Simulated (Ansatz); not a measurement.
`C[N](C)[In]([Cl])[Cl]` + H₂ → `[Cl][InH][Cl]` + `CNC` at 500 K and 1 bar (hydrogenolysis of the In–N bond).

Calculated with Ansatz (gas phase, PBE0-D4/def2-TZVP geometries, no zero-point term in ΔE). CCSD(T)/CBS adds triple-zeta CCSD(T) − MP2 to the extrapolated MP2 energy (def2 sets, frozen cores). This one scheme is used for every species. Elements past krypton have def2 core potentials. For In outer-core shells are correlated without core-valence functions, which leaves a few kJ/mol of doubt a bond. Each species was taken in one conformer, which may not be the lowest.

```tsv
species	CCSD(T)/CBS energy (Eh)	H − E (kJ/mol)	S (J/(mol·K))
`C[N](C)[In]([Cl])[Cl]`	-1243.88764	277.1	498.4
H₂	-1.17544	41.0	145.5
`[Cl][InH][Cl]`	-1110.06218	50.7	349.4
`CNC`	-135.00321	273.8	313.8
```

H − E and S are ideal-gas, rigid-rotor, harmonic terms from PBE0-D4/def2-TZVP, for one conformer and one mirror image of each species. The MP2-based limit puts H₂ 0.8 mEh under its directly extrapolated value; such offsets cancel only in part. 1 Eh = 2625.50 kJ/mol, R = 8.31446 J/(mol·K).

Task: By hand: ΔE, ΔH, ΔS and ΔG.

Result: ΔE = (-1110.06218) + (-135.00321) − (-1243.88764) − (-1.17544) = -0.00231 Eh = -6.1 kJ/mol. Δ(H − E) = 50.7 + 273.8 − 277.1 − 41.0 = 6.4, so ΔH = 0.3 kJ/mol. ΔS = 349.4 + 313.8 − 498.4 − 145.5 = 19.3 J/(mol·K). ΔG = 0.3 − 500 × (19.3)/1000 = -9.3 kJ/mol.

Task: By hand: the equilibrium constant, and the temperature at which ΔG would vanish if ΔH and ΔS stayed fixed.

Result: log₁₀ K = −ΔG/(RT ln 10) = 1.0. ΔG = 0 at ΔH/ΔS = 16 K, though so small a ΔH makes that figure unsure.

TΔS isn't small against ΔH here. A doubt of 5 kJ/mol in ΔE shifts log₁₀ K by 0.5 here. Other conformers and mirror images would add mixing entropy, several J/(mol·K) or more a flexible species. Modes under 60 cm⁻¹, often nearly free rotors, make the harmonic entropy too high. These are equilibria of isolated gas molecules and say nothing of rates. Largest T1 diagnostic: 0.014 (customary marks: 0.02 for closed shells, 0.045 for open ones).
